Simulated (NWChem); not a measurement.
Molecule: CH$_{3}$ClMgO; SMILES C[O][Mg][Cl]

```xyz
7

Mg     0.0652    -0.3409    -0.0003
Cl     0.5141    -2.4925     0.0010
O     -0.2943     1.3815    -0.0013
C     -0.5745     2.7263    -0.0021
H     -1.1585     3.0303     0.8892
H      0.3458     3.3435    -0.0069
H     -1.1659     3.0277    -0.8894
```
Atoms are numbered in this order, from 1.

Computed with NWChem. Pople sets run with spherical d functions. All runs use the structure optimised with PBE0/def2-SVP. Vzz is the largest principal value of the second derivative of the potential at the nucleus (NWChem prints the opposite sign); η is the asymmetry. Non-relativistic.

```tsv
level	Vzz Mg1 (a.u.)	η Mg1	Vzz Cl2 (a.u.)	η Cl2	Vzz O3 (a.u.)	η O3
PBE0/def2-TZVP	-0.891	0.00	0.962	0.00	1.616	0.00
PBE0/def2-SVP	-0.785	0.00	…	0.00	1.613	0.00
B3LYP/def2-SVP	-0.788	0.00	0.965	0.00	1.587	0.00
B3LYP/6-31G*	-0.604	0.00	0.985	0.00	1.581	0.00
```

Problem. Complete the blanks.

Solution. 
- PBE0/def2-SVP, Vzz Cl2 (a.u.): 0.954
